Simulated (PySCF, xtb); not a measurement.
C4H9N, SMILES CN=C(C)C.

GFN2-xTB run with xtb 6.7.1 at its own geometry gives an orbital gap of 3.84 eV and a dipole moment of 2.11 D.

The structure is a stationary point at PBE-D3(BJ)/def2-SVP.

Question: What does B3LYP/def2-TZVP (PySCF) give? (The exact figures need the calculation; the answer reports its results.)

Answer: gap 6.50 eV (levels -6.66 and -0.16 eV), dipole 2.04 D.
